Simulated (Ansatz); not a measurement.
Consider the redistribution: `CB(S)Br` + `C[S][Zn][SH]` → `CSB(C)Br` + `[SH][Zn][SH]`.

Isolated molecules relaxed with PBE0-D4/def2-TZVP in Ansatz; ΔE leaves out vibrations. CCSD(T)/CBS adds triple-zeta CCSD(T) − MP2 to the extrapolated MP2 energy (def2 sets, frozen cores). DFT in def2-TZVPP. B3LYP here is the variant with VWN-RPA as its local correlation; programs differ in this. For Br, Zn outer-core shells are correlated without core-valence functions, which leaves a few kJ/mol of doubt a bond. Scalar relativity is left out up to krypton. One conformer a species, not always the lowest.

**Question.** Is it downhill or uphill in electronic energy at CCSD(T)/CBS, and by how much? (Estimate.)

**Answer.** Ansatz gave: Downhill: ΔE = -6.3 kcal/mol.

**Question.** What do these levels give: PBE-D4, PBE0-D4, ωB97X-V, ωB97M-V, PBE, B3LYP, MP2/def2-TZVPP, CCSD/def2-TZVPP, HF/def2-QZVPP, SCS-MP2/def2-QZVPP, MP2/CBS(def2), CCSD/CBS(def2)? (Best estimate.)

**Answer.** Computed: PBE-D4 -5.7, PBE0-D4 -6.0, ωB97X-V -6.0, ωB97M-V -6.1, PBE -5.3, B3LYP -5.0, MP2/def2-TZVPP -6.5, CCSD/def2-TZVPP -6.1, HF/def2-QZVPP -5.3, SCS-MP2/def2-QZVPP -6.0, MP2/CBS(def2) -6.5, CCSD/CBS(def2) -6.1 kcal/mol.

Largest T1 diagnostic among the species: 0.014.

In def2-TZVPP, CCSD(T) changes the Hartree–Fock value by −1.0 kcal/mol (the triples alone add −0.2 kcal/mol) and MP2 by −1.2 kcal/mol.
